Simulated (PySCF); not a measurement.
## Exercise with solution: oscillator strength and radiative lifetime

Ga(OH)(SeH)2 (GaH3OSe2), SMILES [Ga]([SeH])([OH])[SeH].

The structure is a stationary point at B3LYP-D3(BJ)/def2-SVP. Other conformers were not sampled.

TDA-CAM-B3LYP/def2-SVPD in PySCF puts the first singlet state with f over 0.02 at 5.20 eV (vertical), with the transition dipole (0.000, 0.000, 0.497) in atomic units.

Question: Find the oscillator strength, the wavelength and the radiative lifetime that this transition would have in vacuum if emission retraced absorption.

Answer: 
|μ|² = 0.2470 au, so |μ| = 1.26 D. ΔE = 5.20/27.211 = 0.1911 hartree. f = (2/3) ΔE |μ|² = 0.031 (the program prints 0.031).
λ = 1239.84/5.20 = 238 nm; ν = 41941 cm⁻¹.
Einstein's coefficient A = 0.6670 ν² f s⁻¹ (ν in cm⁻¹) = 3.7e7 s⁻¹, so τ = 1/A = 27 ns. This state is S2; the lower singlet has f = 0.000. The figure is the radiative limit of this one transition; relaxation, internal conversion, crossing to triplets and a medium change what is measured.
